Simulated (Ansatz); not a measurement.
Job for Ansatz (a quantum-chemistry and plane-wave program): R-BLYP/def2-TZVPP on H2O (SMILES O).

Ansatz 0.2 input:
```yaml
crystal:
  periodic: [false, false, false]
  atoms:
    - {symbol: O, position_ang: [-0.00000000, 0.00000000, 0.38961139]}
    - {symbol: H, position_ang: [0.00000000, 0.76498632, -0.19485569]}
    - {symbol: H, position_ang: [0.00000000, -0.76498632, -0.19485569]}
basis:
  gaussian:
    orbitals: def2-TZVPP
hamiltonian:
  xc: {name: BLYP}
scf: {lower_state_search: off}
```

### Question
Give the final energy of this run.

### Answer
-76.4489 hartree.
